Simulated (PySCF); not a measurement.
Harmonic spectrum computed at PBE0 in the def2-TZVP basis family (core potentials from Rb on, PySCF, no spin–orbit coupling):

```tsv
symmetry	ω (cm⁻¹)	IR (km/mol, summed over degenerate members)
π	641	13.4
σ+	1378	67.5
σ+	2410	408
```

**Question.** Which molecule gave it? In each, all ligands are bound to the one heavy central atom.
A. AsON (singlet)
B. SON (doublet)
C. NON (singlet)
D. RuON (doublet)

**Answer.** C. It has C∞v symmetry with N–N 1.118 Å, N–O 1.174 Å.
